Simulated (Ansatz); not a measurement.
Reaction (substitution at a C–B bond): `NC(O)BF` + `B[SeH]` → `B[Se]C(N)O` + `BF`

Isolated molecules relaxed with PBE0-D4/def2-TZVP in Ansatz; ΔE leaves out vibrations. CCSD(T)/CBS is the MP2 limit (def2-TZVPP, def2-QZVPP) plus CCSD(T) − MP2 in def2-TZVPP, frozen cores. This one scheme is used for every species. Functionals use def2-TZVPP. For Se outer-core shells are correlated without core-valence functions, which leaves a few kJ/mol of doubt a bond. Scalar relativity is left out up to krypton. One conformer a species, not always the lowest.

```
             level  ΔE (eV)
            PBE-D4     0.27
         r2SCAN-D4     0.30
           PBE0-D4     0.30
           ωB97M-V     0.31
     HF/def2-TZVPP     0.44
    MP2/def2-TZVPP     0.20
   CCSD/def2-TZVPP     0.32
CCSD(T)/def2-TZVPP     0.27
```

Question: What does CCSD(T)/CBS give? (Estimate.)

Answer: The calculation gave: +0.27 eV. The listed levels differ from it by 0.00, 0.03, 0.03, 0.04, 0.17, -0.07, 0.05, 0.00 eV.

Largest T1 diagnostic among the species: 0.013.

The D4 term adds −0.08 eV with B3LYP and −0.04 eV with PBE0; it sums over pairs of atoms, weighted by their polarisabilities, and B3LYP, whose exchange is more repulsive, gets the larger term. In def2-TZVPP, CCSD(T) changes the Hartree–Fock value by −0.18 eV (the triples alone add −0.05 eV) and MP2 by −0.24 eV.

B3LYP here is the variant with VWN-RPA as its local correlation; programs differ in this.
